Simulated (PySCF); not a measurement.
C3H3ClF4, SMILES F[C@H](CCl)C(F)(F)F. The structure is a stationary point at PBE-D3(BJ)/def2-SVP. The structure was generated by enumeration; whether it is a known compound was not checked. The values are those of a single conformer.

Computed equilibrium geometry at PBE-D3(BJ)/def2-SVP (PySCF confirms it by a frequency run) as a Z-matrix (one conformer of several):
```
C
F 1 1.3766
H 1 1.1156 2 108.98
C 1 1.5195 3 107.17 2 120.48
H 4 1.1067 1 108.45 3 -59.72
H 4 1.1068 5 109.05 1 -119.11
C 1 1.5393 3 105.50 2 -116.02
F 7 1.3394 1 112.99 3 170.42
F 7 1.3504 8 108.00 1 121.77
F 7 1.3566 8 108.65 9 116.74
Cl 4 1.7923 5 107.52 6 -117.33
```
